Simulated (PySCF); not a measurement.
Assigning NMR signals

Mapped SMILES: `[CH3:1][O:2][CH2:3][Si:4]1([C:5]#[N:6])[SiH2:7][CH2:8][SiH2:9]1`. Each H is labelled by its parent atom.

PySCF 2.14.0 with density-fitted response routines calculation with GFN2-xTB geometry and PBE0/pcSseg-1 with gauge-including orbitals; no relativistic terms, single conformer, no solvent model, rapidly exchanging positions averaged.

Shifts are taken against calculated references (same method and geometry level): TMS for $^{13}$C (σref 186.93) and $^{1}$H (σref 31.72).

**Question.** Assign these signals to the numbered atoms. $^{13}$C{$^{1}$H} NMR (computed): δ 123.6 (C), 67.6 (CH2), 65.3 (CH3), -9.6 (CH2).

**Answer.** 
| δ (ppm) | atoms | environment | reason |
| --- | --- | --- | --- |
| 123.6 | C5 | nitrile carbon | this is the usual window of a C≡N carbon, which has no attached hydrogen |
| 67.6 | C3 | sp3 CH2 bonded to O and Si | the inductive effect lowers its shielding |
| 65.3 | C1 | methyl carbon bonded to O | pulled downfield by the heteroatom |
| -9.6 | C8 | sp3 CH2 bonded to 2 Si | an electropositive neighbour leaves it electron-rich and shielded |

**Question.** Assign these signals to the numbered atoms. $^{1}$H NMR (600 MHz, computed): δ 4.85 (m, 2H), 4.81 (m, 2H), 3.61 (s, 3H), 3.57 (s, 2H), 0.69 (m, 1H), 0.66 (m, 1H).

**Answer.** 
```tsv
δ (ppm)	atoms	environment	reason
4.85	Hb(Si7)/Ha(Si9)	hydrogen on a silicon bonded to C, Si, in a 4-membered ring	–
4.81	Ha(Si7)/Hb(Si9)	hydrogen on a silicon bonded to C, Si, in a 4-membered ring	–
3.61	H(C1)	hydrogen on a methyl carbon bonded to O	its carbon carries O, hence the downfield position
3.57	H(C3)	hydrogen on an sp3 CH2 bonded to O and Si	its carbon carries O, an electronegative neighbour
0.69	Ha(C8)	hydrogen on an sp3 CH2 bonded to 2 Si	an electropositive neighbour shields it, as in TMS itself
0.66	Hb(C8)	hydrogen on an sp3 CH2 bonded to 2 Si	–
```

Hb(Si7)/Ha(Si9) and Ha(Si7)/Hb(Si9); H(C1) and H(C3); Ha(C8) and Hb(C8) lie closer than the usual error of such a calculation, so a measured spectrum could show them in the other order.

Shifts are as computed. Against solution values, carbons near 30 ppm lie about +3 ppm off and those near 130 ppm about +5 ppm. Of 1211 compounds with measured shifts, 218 miss one by over three times the rms of a fit or turn the order of signals round; such compounds aren't used in these exercises. No couplings were computed; multiplicities are counted from neighbouring protons, with m where these are inequivalent, close in shift, in a saturated or five-membered ring or joined by F or P, and br s for small geminal =CH2 splittings.
